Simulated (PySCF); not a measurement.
C₂H₈O₂Si₂. Atoms are numbered in the order given.

```xyz
14

C      1.6095     0.1761    -1.8758
C      1.1730     1.0000    -0.8966
Si     0.6454     0.3427     0.7915
O      1.3093    -1.1955     1.0342
Si    -1.6762     0.0318     0.5440
O     -1.8697    -0.5830    -1.0194
H      1.7339    -0.9066    -1.6933
H      1.8780     0.5395    -2.8832
H      1.0635     2.0783    -1.1224
H      1.0661     1.3252     1.8601
H      2.2836    -1.2097     1.0371
H     -2.3785     1.3578     0.7318
H     -2.2811    -0.9545     1.5008
H     -1.1463    -0.3015    -1.6123
```

Coordinates come from a PBE-D3(BJ)/def2-SVP optimisation. The structure was generated by enumeration; whether it is a known compound was not checked. Other conformers were not sampled.

The numbers are results of PBE-D3(BJ)/def2-SVP (PySCF 2.14.0), not measurements.

Frequencies are harmonic and unscaled.

```csv
mode,ν (cm⁻¹),IR (km/mol),moving atoms (share of kinetic energy)
1,50,0.6,"O 52 %, C 19 %, H 19 %, Si 9 %"
2,69,0.7,"C 36 %, O 30 %, H 22 %, Si 12 %"
3,125,4.1,"H 37 %, C 23 %, Si 22 %, O 19 %"
4,131,6.2,"O 54 %, H 23 %, C 16 %"
5,163,4.4,"O 42 %, C 28 %, H 26 %"
6,233,44.0,"H 54 %, Si 20 %, O 15 %, C 11 %"
7,275,55.3,"H 58 %, Si 23 %, O 15 %"
8,312,65.1,H 88 %
9,387,20.8,"Si 58 %, H 24 %, C 12 %"
10,426,13.1,"Si 46 %, C 22 %, H 20 %, O 12 %"
11,471,43.5,"H 71 %, Si 22 %"
12,509,15.6,"H 72 %, C 21 %"
13,623,5.9,"C 46 %, H 26 %, Si 24 %"
14,703,59.9,H 91 %
15,708,142.1,H 87 %
16,772,70.1,"H 83 %, O 10 %"
17,785,26.9,"H 61 %, O 33 %"
18,803,172.4,"O 42 %, H 35 %, Si 22 %"
19,837,170.7,"H 36 %, Si 32 %, O 31 %"
20,892,39.9,"H 59 %, Si 24 %, O 16 %"
21,924,73.8,"H 89 %, Si 9 %"
22,932,82.0,H 86 %
23,942,78.0,"H 74 %, C 25 %"
24,965,8.8,"H 81 %, C 14 %"
25,1010,16.8,H 94 %
26,1222,0.0,"H 71 %, C 28 %"
27,1360,10.0,"H 84 %, C 16 %"
28,1598,1.8,"C 86 %, H 14 %"
29,2111,88.7,H 97 %
30,2121,203.7,H 97 %
31,2177,98.1,H 97 %
32,3042,9.3,H 95 %
33,3061,4.4,"H 92 %, C 8 %"
34,3138,5.8,"H 89 %, C 11 %"
35,3692,72.3,H 94 %
36,3736,53.7,H 94 %
```
